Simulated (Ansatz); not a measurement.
CH$_{7}$FN$_{2}$Si, SMILES `CN[SiH](N)F`. Total charge 0; spin multiplicity 1.

Z-matrix (Å, degrees):
```
C
N 1 1.447
H 1 1.096 2 112.9
H 1 1.094 2 111.4 3 -121.9
H 1 1.092 2 109.5 3 119.6
Si 2 1.692 1 125.9 3 -101.1
H 2 1.008 1 114.3 3 62.8
F 6 1.605 2 116.4 1 85.7
N 6 1.700 2 108.0 1 -158.6
H 6 1.483 2 106.1 1 -29.7
H 9 1.005 6 121.5 2 54.4
H 9 1.006 6 120.7 2 -153.8
```

What are the harmonic wavenumbers in cm⁻¹ at PBE0-D4/def2-TZVP (Ansatz, finite differences of forces, unscaled)? (An estimate is asked.)

Ansatz gave: 95, 150, 196, 238, 296, 337, 354, 413, 498, 770, 781, 817, 870, 919, 947, 1103, 1149, 1167, 1415, 1460, 1487, 1520, 1577, 2232, 3021, 3075, 3116, 3623, 3624, 3721.

Is this a minimum?

Yes, all 30 modes are real.

Give the ideal-gas thermochemistry at 298.15 K and 1 bar (rigid rotor, harmonic oscillator; point group C1, symmetry number 1).

Zero-point energy 245.1 kJ/mol; H(298) − E = 267.1 kJ/mol; entropy 347.3 J/(mol·K), of which translation 165.5, rotation 111.2, vibration 70.6; G(298) − E = 163.6 kJ/mol. Modes under 100 cm⁻¹ are hindered rotations or soft bends, so the harmonic entropy is rough.

And at 400, 500, 600, 800 and 1000 K?


| T (K) | H − E (kJ/mol) | S (J/mol/K) | G − E (kJ/mol) |
| --- | --- | --- | --- |
| 400 | 280.1 | 384.5 | 126.3 |
| 500 | 294.9 | 417.5 | 86.1 |
| 600 | 311.4 | 447.5 | 42.9 |
| 800 | 348.3 | 500.5 | -52.1 |
| 1000 | 389.3 | 546.1 | -156.8 |

Rotational constants (cm⁻¹)?

0.2172, 0.08938, 0.06968.
